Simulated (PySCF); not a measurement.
Job for PySCF: R-B3LYP/6-311+G** on C2H6Si (SMILES C=C[SiH3]).

```python
from pyscf import gto, scf, dft, mp
from pyscf.data.elements import chemcore

mol = gto.M(
    atom='''
    C    -1.23747745   -0.74295252    0.56467587
    C    -0.67124763    0.18659183   -0.20237116
    Si    1.16913400    0.45022429   -0.31633094
    H    -2.31316816   -0.87650363    0.61372244
    H    -0.64730852   -1.41397811    1.17998334
    H    -1.32364751    0.82563366   -0.79395961
    H     1.85441166   -0.52409718    0.56534356
    H     1.52903598    1.82796966    0.10012890
    H     1.64026763    0.26711202   -1.71119243
    ''',
    basis='6-311+g**',
    charge=0, spin=0, verbose=3, max_memory=1800)
mf = dft.RKS(mol, xc='b3lyp')
mf.conv_tol = 1e-8
mf.max_cycle = 100
mf.kernel()
if not mf.converged:
    mf = mf.newton().run(mf.mo_coeff, mf.mo_occ)
```

**Question.** What total energy does the run end on?

**Answer.** -369.3371 hartree.
